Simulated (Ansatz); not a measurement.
Conformers of C₃H₅F₃O (`FCOCC(F)F`), each relaxed with PBE0-D4/def2-TZVP in Ansatz. CBS adds the triple-zeta coupled-cluster correction to the MP2 limit.

Not all of them had a frequency check.

Conformer A:

```xyz
12

F    -0.854    1.028    2.205
C     0.244    0.391    1.667
O     0.504    0.865    0.406
C    -0.382    0.422   -0.598
C     0.240   -0.707   -1.383
F    -0.573   -1.028   -2.419
F     0.365   -1.812   -0.601
H     1.110    0.633    2.285
H     0.024   -0.682    1.676
H    -0.569    1.257   -1.277
H    -1.341    0.093   -0.187
H     1.232   -0.461   -1.774
```

Conformer B:

```xyz
12

F     2.311   -0.912    0.652
C     1.217   -1.201   -0.141
O     0.053   -0.924    0.530
C    -0.252    0.442    0.668
C    -1.233    0.912   -0.379
F    -0.720    0.743   -1.627
F    -2.380    0.199   -0.318
H     1.222   -2.273   -0.344
H     1.327   -0.612   -1.056
H     0.646    1.066    0.621
H    -0.711    0.585    1.649
H    -1.480    1.974   -0.255
```

Q: Which is lowest in electronic energy at CCSD(T)/CBS (frozen core, def2 sets), and by how much? (Estimate.)

A: Computed: A; B lies 5.2 kJ/mol higher.

Q: Give the energies relative to A (kJ/mol) with r2SCAN-D4/def2-TZVPP, B3LYP-D4/def2-TZVPP, ωB97X-V/def2-TZVPP, SCS-MP2/def2-TZVPP, CCSD/def2-TZVPP, CCSD(T)/def2-TZVPP, HF/def2-QZVPP. (Estimate.)

A: The calculation gave: 
```csv
level,B
r2SCAN-D4/def2-TZVPP,4.6
B3LYP-D4/def2-TZVPP,4.8
ωB97X-V/def2-TZVPP,4.9
SCS-MP2/def2-TZVPP,5.3
CCSD/def2-TZVPP,5.2
CCSD(T)/def2-TZVPP,5.1
HF/def2-QZVPP,5.8
```

B3LYP here is the variant with VWN-RPA as its local correlation; programs differ in this.
